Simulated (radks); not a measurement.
All-electron atom: Co3+ in [Ar] 3d6. Method: scalar-relativistic Kohn-Sham, PW91, spin-polarised, spherical densities, finite nucleus; open shells are filled with parallel spins first; Fermi nuclear charge, rms radius 3.7875 fm; computed with a radial shooting solver on a logarithmic mesh with Libxc functionals. Some entries of the table are withheld. Estimate them.

| orbital | occ. | eigenvalue (hartree) | <r^2> (bohr^2) | <1/r> (bohr^-1) |
|---|---|---|---|---|
| 1s down | 1 | -280.5234 | 0.004247 | 27.03 |
| 1s up | 1 | -280.5230 | 0.004247 | 27.03 |
| 2s up | 1 | -34.50979 | 0.07717 | 5.809 |
| 2s down | 1 | -34.42574 | 0.07692 | 5.819 |
| 2p up | 3 | (1) | 0.06227 | 5.702 |
| 2p down | 3 | (2) | 0.06200 | 5.711 |
| 3s up | 1 | -5.24212 | 0.6785 | (3) |
| 3s down | 1 | -5.06433 | 0.6841 | (4) |
| 3p up | 3 | -3.88366 | 0.7582 | 1.711 |
| 3p down | 3 | -3.70935 | 0.7691 | 1.700 |
| 3d up | 5 | -1.72847 | (5) | 1.396 |
| 3d down | 1 | -1.56366 | (6) | 1.365 |

Answer. 
(1) 2p up eigenvalue (hartree): -29.76324
(2) 2p down eigenvalue (hartree): -29.69960
(3) 3s up <1/r> (bohr^-1): 1.848
(4) 3s down <1/r> (bohr^-1): 1.839
(5) 3d up <r^2> (bohr^2): 1.088
(6) 3d down <r^2> (bohr^2): 1.174
